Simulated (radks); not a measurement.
Re, 75 electrons, occupied as [Xe] 4f14 5d5 6s2. Calculated with a radial shooting solver on a logarithmic mesh with Libxc functionals: scalar-relativistic Kohn-Sham, LDA (Slater exchange, VWN5 correlation), spin-polarised, spherical densities, finite nucleus; open shells are filled with parallel spins first (spin-orbit coupling, left out, can overturn this in heavy ions); Fermi nuclear charge, rms radius 5.3698 fm. Some entries of the table are withheld. Estimate them.

orbital  occ.  eigenvalue (hartree)  <r> (bohr)
1s up       1             -2630.380     0.01805
1s down     1             -2630.380     0.01805
2s up       1             -456.1271     0.07627
2s down     1             -456.1189     0.07627
2p up       3             -398.3338     0.06836
2p down     3             -398.3270     0.06836
3s up       1             -105.5740      0.1976
3s down     1             -105.5703      0.1976
3p up       3             -88.52485      0.1980
3p down     3             -88.52091      0.1980
3d up       5             -69.12727      0.1793
3d down     5             -69.12130      0.1793
4s up       1             -21.99663      0.4409
4s down     1             -21.98844      0.4409
4p up       3             -16.39948      0.4689
4p down     3             -16.39121      0.4688
4d up       5              -9.36700      0.5004
4d down     5              -9.35690      0.5001
5s up       1              -3.15957       1.038
5s down     1              -3.08915       1.032
5p up       3              -1.76270       1.212
5p down     3              -1.67385       1.203
4f up       7              -1.55874         (1)
4f down     7              -1.54053         (2)
6s up       1              -0.24789       2.981
5d up       5              -0.23920       1.900
6s down     1              -0.18963       3.222
5d down     0              -0.14162       2.026

Answer. 
(1) 4f up <r> (bohr): 0.5824
(2) 4f down <r> (bohr): 0.5785
